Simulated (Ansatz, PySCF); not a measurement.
This Ansatz (a first-principles code) input computes a r2SCAN/def2-TZVPD energy:

Ansatz 0.2 input:
```yaml
crystal:
  periodic: [false, false, false]
  atoms:
    - {symbol: F, position_ang: [-1.12166388, -0.97894471, 0.01107268]}
    - {symbol: C, position_ang: [-0.37832909, 0.02860251, 0.00230053]}
    - {symbol: F, position_ang: [-0.96179234, 1.13645859, 0.00159634]}
    - {symbol: Cl, position_ang: [1.23653415, -0.09348471, -0.00751908]}
basis:
  gaussian:
    orbitals: def2-TZVPD
hamiltonian:
  xc: {name: r2SCAN}
total_charge: 1
output: {forces: true}
```

Task: Write an input for the same energy in PySCF and say what it gives.

Result: 
```python
from pyscf import gto, scf, dft

mol = gto.M(
    atom='''
    F    -1.12166388   -0.97894471    0.01107268
    C    -0.37832909    0.02860251    0.00230053
    F    -0.96179234    1.13645859    0.00159634
    Cl    1.23653415   -0.09348471   -0.00751908
    ''',
    basis='def2-tzvpd',
    charge=1,
    spin=0,
    verbose=4,
)

mf = dft.RKS(mol, xc='r2scan').density_fit(auxbasis='def2-universal-jkfit')
mf.grids.level = 4
mf.conv_tol = 1e-9
mf.max_cycle = 100
mf.max_memory = 1500
mf.kernel()
if not mf.converged:
    mf = mf.newton()
    mf.kernel(mf.make_rdm1())
mf.analyze()
```
It gives -697.60269 Eh, and Ansatz -697.60266 Eh, a difference of 0.03 mEh, from the treatment of integrals and grids.
